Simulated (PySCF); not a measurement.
Compound: C8H11 (doublet state).
Cartesian coordinates in Å at the PBE0-D3(BJ)/def2-SVP level; atoms count from 1:
```
atom  x, y, z in Å
C1     2.3348   -0.6615   -0.6270
C2     1.5921   -0.1460    0.6032
C3     0.1246    0.0995    0.3758
C4    -0.3813    1.3413    0.3897
C5    -1.8350    1.6812    0.1702
C6    -2.6003    0.4445   -0.0545
C7    -2.1880   -0.8064   -0.0791
C8    -0.7275   -1.1204    0.1355
H9     2.2431    0.0464   -1.4654
H10    3.4059   -0.7960   -0.4125
H11    1.9456   -1.6332   -0.9681
H12    2.0616    0.7884    0.9493
H13    1.7084   -0.8747    1.4265
H14    0.2931    2.1854    0.5773
H15   -1.9404    2.3743   -0.6859
H16   -2.2308    2.2373    1.0412
H17   -2.8736   -1.6429   -0.2568
H18   -0.6118   -1.8166    0.9893
H19   -0.3401   -1.6821   -0.7355
```

The hyperfine couplings belong to this conformer and change with its torsions.

Identity: `CCC1=CC[C]=CC1` [radical].

Theory: PySCF, UKS B3LYP, IGLO-III on C, pcH-1 on H, non-relativistic, mean-field spin-orbit, GIAO. The structure is a single PBE0-D3(BJ)/def2-SVP conformer in the gas phase; no vibrational or solvent corrections. The SCF solution wasn't tested for stability.

(1) Predict the first-order ENDOR lines of H17, H14, H15/H16, H18/H19 and H12/H13 under fast tumbling at B = 339.5 mT (X band).

(2) Which pairs are centred on the nuclear Larmor frequency, and which on half the coupling?

(3) At what field would the lower line of H14 fall to zero frequency?

Results:

(1) For S = 1/2 in fast tumbling each set of equivalent nuclei gives two lines, ν± = |νn ± a/2| to first order, with νn = g_N μN B/h and μN/h = 7.62259 MHz/T.

```json
{"nuclei": "H17", "isotope": "1H", "g_N": "5.5857", "νn (MHz)": "14.46", "a_iso (MHz)": "80.16", "lower line (MHz)": "25.63", "upper line (MHz)": "54.54"}
{"nuclei": "H14", "isotope": "1H", "g_N": "5.5857", "νn (MHz)": "14.46", "a_iso (MHz)": "22.29", "lower line (MHz)": "3.31", "upper line (MHz)": "25.60"}
{"nuclei": "H15/H16", "isotope": "1H", "g_N": "5.5857", "νn (MHz)": "14.46", "a_iso (MHz)": "17.62", "lower line (MHz)": "5.64", "upper line (MHz)": "23.27"}
{"nuclei": "H18/H19", "isotope": "1H", "g_N": "5.5857", "νn (MHz)": "14.46", "a_iso (MHz)": "-7.81", "lower line (MHz)": "10.55", "upper line (MHz)": "18.36"}
{"nuclei": "H12/H13", "isotope": "1H", "g_N": "5.5857", "νn (MHz)": "14.46", "a_iso (MHz)": "-0.59", "lower line (MHz)": "14.16", "upper line (MHz)": "14.75"}
```

(2) Centred on νn, since |a| < 2νn: H14, H15/H16, H18/H19 and H12/H13. Centred on |a|/2 and split by 2νn: H17.

(3) Where νn = |a|/2, that is B = 11.15 MHz/(5.5857 × 7.62259 MHz/T) = 262 mT, as far as first order holds there.

Means are taken over nuclei equivalent by connectivity, which assumes that they swap fast.

Largest spin populations (Mulliken): C6 (+0.98), C7 (-0.14) and C8 (+0.07). No atom but C6 exceeds +0.15. The positive populations add up to 1.17 and the negative ones to -0.17, together 2S = 1.
